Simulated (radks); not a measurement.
Removal energies from the tin ion Sn11+, [Kr] 4d3, by Delta-SCF beside the eigenvalue of the level emptied. All-electron calculation, scalar-relativistic Kohn-Sham, LDA (Slater exchange, Perdew-Wang correlation), spin-polarised, spherical densities, finite nucleus; Fermi nuclear charge, rms radius of each element as measured or else 0.836 A^(1/3) + 0.57 fm. Program: a radial shooting solver on a logarithmic mesh with Libxc functionals. Open shells are filled with parallel spins first.

[
 {"removed from": "4d", "final configuration": "[Kr] 4d2", "Delta-SCF (eV)": "233.36", "-eigenvalue (eV)": "221.23"},
 {"removed from": "4p", "final configuration": "[Ar] 3d10 4s2 4p5 4d3", "Delta-SCF (eV)": "301.24", "-eigenvalue (eV)": "288.56"},
 {"removed from": "4s", "final configuration": "[Ar] 3d10 4s1 4p6 4d3", "Delta-SCF (eV)": "348.99", "-eigenvalue (eV)": "335.75"},
 {"removed from": "3d", "final configuration": "[Ar] 3d9 4s2 4p6 4d3", "Delta-SCF (eV)": "724.54", "-eigenvalue (eV)": "696.18"}
]
